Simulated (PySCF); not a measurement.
CBr₂⁺: bending curve

Computed with UPBE0/[C def2-TZVP, Br def2-TZVP], no relativity, density fitting, PySCF.

Rigid scan from the doublet minimum (C–Br 1.741 Å (×2); Br–C–Br 137.2°). Coordinate: the Br–C–Br angle, bonds fixed. Energies in kJ/mol from the minimum.

Problem. Predict the curve at 80, 90, 100, 110, 120, 130, 140, 150, 160, 170, 180.

Solution. 
```tsv
bond angle (°)	E (kJ/mol)	dipole size (D, about the centre of mass)	⟨S²⟩
80	359.2	1.02	0.75
90	312.6	0.31	0.76
100	156.9	0.07	0.76
110	70.4	0.08	0.76
120	24.3	0.17	0.76
130	3.7	0.22	0.76
140	0.5	0.23	0.76
150	9.2	0.21	0.76
160	25.1	0.16	0.76
170	41.3	0.09	0.76
180	48.5	0.00	0.76
```

With the bonds held, the linear shape lies 48.5 kJ/mol from the minimum.

Other isomers or separated fragments may lie lower.
